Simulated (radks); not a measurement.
Q: These are the eigenvalues of the occupied orbitals of an atom or ion with whole-number occupations (Ry). All-electron calculation, scalar-relativistic Kohn-Sham, r2SCAN, spin-polarised, spherical densities, finite nucleus; meta-GGA in the generalised Kohn-Sham scheme; Fermi nuclear charge, rms radius of each element as measured or else 0.836 A^(1/3) + 0.57 fm. Program: a radial shooting solver on a logarithmic mesh with Libxc functionals.

orbital  eigenvalue
1s up     -2863.686
1s down   -2863.677
2s up     -466.2924
2s down   -466.2888
2p up     -418.8159
2p down   -418.8112
3s up     -108.5937
3s down   -108.5857
3p up     -93.34042
3p down   -93.33164
3d up     -71.45704
3d down   -71.44846
4s up     -30.35103
4s down   -30.32618
4p up     -25.32974
4p down   -25.30340
4d up     -18.00859
4d down   -17.96879
5s up     -11.92622

Which element is it, and in what charge state? The configuration may be excited. Open shells, if any, are filled with parallel spins first.

A: Z = 57, lanthanum, charge +10: La10+ in [Kr] 4d10 5s1. The list shows which subshells hold electrons but not how many an open one holds; the 1s level, -1431.8 hartree, gives Z - s = 53.5 by -(Z - s)^2/2, which with screening and relativity narrows Z to a few neighbours, and the depths of the outer levels then fix element, charge and occupations together.
